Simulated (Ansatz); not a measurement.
Ligand exchange through a proton shuttle

Start structure (BNH$_{5}$Cl$_{2}$F, singlet), relaxed at PBE0-D4/def2-TZVP:

```xyz
10
angstrom
B -0.8401 0.4074 -0.4216
H -0.7795 1.5634 -0.1216
Cl 0.2398 0.0565 -1.9130
Cl -2.5457 -0.1999 -0.6486
H 0.7831 -0.2236 0.8942
N -0.2068 -0.4586 0.7667
H 1.9291 0.3076 -0.7762
F 2.4154 0.2801 0.0370
H -0.2795 -1.4516 0.5546
H -0.7160 -0.2815 1.6284
```

The step: BHCl₂ ([Cl][BH][Cl]) + NH₃ + HF → BNH₂Cl₂ ([NH2][B]([Cl])[Cl]) + HF + H₂; bonds formed: H2–H7, H5–F8; dative contacts that become bonds: B1–N6; bonds broken: B1–H2, H5–N6, H7–F8. Program: Ansatz 0.2.0. Basis: def2-TZVPP and def2-QZVPP. Cores are frozen in the correlated methods. Extrapolation: Hartree–Fock as exp(−7.88 √X), correlation as X^−2.97. Energies below are by CCSD(T) at an estimated basis limit (MP2 extrapolated from triple and quadruple zeta, plus CCSD(T) − MP2 in triple zeta).

Question: What are the electronic barrier and the energy of the step, from the start structure to the end structure? (An estimate is asked for; the value comes from the calculation.)

Answer: The calculation gives: Barrier 1.706 eV; step energy 0.401 eV (uphill); reverse barrier, their difference, 1.304 eV. Barrier and step energy count from the start structure, the reverse barrier from the end structure.

The saddle point: One imaginary mode of 1044i cm⁻¹.
| pair | start (Å) | saddle (Å) | end (Å) |
| --- | --- | --- | --- |
| B1–N6 | 1.60 | 1.52 | 1.41 |
| H2–H7 | 3.06 | 0.86 | 0.75 |
| H5–F8 | 1.91 | 1.12 | 0.94 |
| B1–H2 | 1.20 | 1.45 | 3.48 |
| H5–N6 | 1.03 | 1.30 | 1.87 |
| H7–F8 | 0.95 | 1.42 | 2.63 |

Zero-point energy (harmonic, PBE0-D4): ZPE is 1.884 eV at the start and 1.679 eV at the saddle, so the barrier goes from 1.706 to 1.500 eV.

The T1 diagnostic stays at or below 0.011.

Labels in which every atom is bracketed show which atoms are joined, not bond orders.

For scale, one of the runs: CCSD(T)/def2-TZVPP, 247 basis functions, launched by `ansatz run in.yaml --threads 8 --pin off --events-out ev --progress --plain --max-ram 19148MiB`. Time: 110 s of wall clock on 8 CPU threads of an Arm Neoverse V1; the host was shared. Peak host memory: 5.2 GiB.
